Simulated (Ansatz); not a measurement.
Basis sets compared for Zn₇Se₆⁺. Total charge 1; doublet. Geometry PBE-D4/def2-SVP. Ansatz on 2 threads of AMD EPYC 7R13 on a shared host and a share (18 GiB) of an NVIDIA H100 80GB HBM3; times are rough, and most runs start from earlier orbitals.

Cartesian coordinates in Å:
```
Zn 2.808 -4.397 2.738
Zn -2.016 3.909 0.231
Zn 0.105 1.620 0.143
Zn 0.795 -2.492 0.228
Zn 2.697 -1.029 1.527
Zn -0.841 -1.196 -1.766
Zn -2.355 2.181 -1.944
Se -0.747 -3.405 -1.258
Se -3.903 3.605 -1.097
Se 3.261 -3.135 0.636
Se 0.486 -0.375 1.600
Se -0.317 1.037 -2.267
Se 0.027 3.676 1.230
```

Single mean-field runs in def2-SVP, def2-TZVP are fitted with def2-universal-jkfit. Another isomer (doublet) lies 0.56 eV lower at PBE0-D4/def2-TZVP; other spin states weren't run for this one.

```csv
level,functions,energy (Eh),HOMO (eV),LUMO (eV),wall time
PBE-D4/def2-SVP,409,-26857.7919,-8.04,-7.76,19 s
PBE0-D4/def2-SVP,409,-26858.4444,-9.08,-6.93,20 s
```

(1) Estimate the rows for PBE-D4/def2-TZVP (with forces), PBE0-D4/def2-TZVP.

Results:

(1) 
```tsv
level	functions	energy (Eh)	HOMO (eV)	LUMO (eV)	wall time
PBE-D4/def2-TZVP (with forces)	624	-26861.4027	-8.30	-7.94	15 s
PBE0-D4/def2-TZVP	624	-26861.9898	-9.28	-7.03	22 s
```
